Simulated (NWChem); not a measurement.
Molecule: benzoquinone (C$_{6}$H$_{4}$O$_{2}$); SMILES O=C1C=CC(=O)C=C1

```xyz
12

O      0.0000    -2.6873     0.0000
C      0.0000    -1.4560     0.0000
C      1.2696    -0.6776     0.0000
C      1.2696     0.6776     0.0000
C      0.0000     1.4560     0.0000
O      0.0000     2.6873     0.0000
C     -1.2696     0.6776     0.0000
C     -1.2696    -0.6776     0.0000
H      2.1957    -1.2737     0.0000
H      2.1957     1.2737     0.0000
H     -2.1957     1.2737     0.0000
H     -2.1957    -1.2737     0.0000
```
Atoms are numbered in this order, from 1.

Level: PBE-D3(BJ)/def2-SVP (NWChem), optimised geometry, unscaled harmonic frequencies. 

Task: List the harmonic frequencies with IR intensities, and the thermochemistry.

Result: 
```
frequency (cm⁻¹)  IR intensity (km/mol)
----------------  ---------------------
96                                 10.3
229                                 0.0
324                                 0.0
403                                21.1
440                                 0.0
444                                 0.0
505                                 3.6
589                                 0.0
739                                 0.0
742                                 1.2
769                                 0.0
791                                 0.0
888                                61.7
913                                17.6
994                                 0.0
1002                                0.0
1036                               47.3
1105                                0.0
1187                                0.0
1281                               76.5
1321                                7.2
1351                                0.0
1607                               21.4
1646                                0.0
1694                                0.0
1704                              279.1
3119                                2.2
3120                                0.0
3136                                3.2
3138                                0.0
```

The zero-point energy is 51.9 kcal/mol and the thermal correction to the enthalpy at 298.15 K (with zero-point energy) is 56.5 kcal/mol. The heat capacity Cv comes out as 23.9 cal/(mol K) and the entropy at 298.15 K and 1 atm (symmetry number 4) comes out as 77.1 cal/(mol K). The dipole moment is 0.00 D.

Rigid rotor and harmonic oscillator; modes under 100 cm⁻¹ make the entropy uncertain.
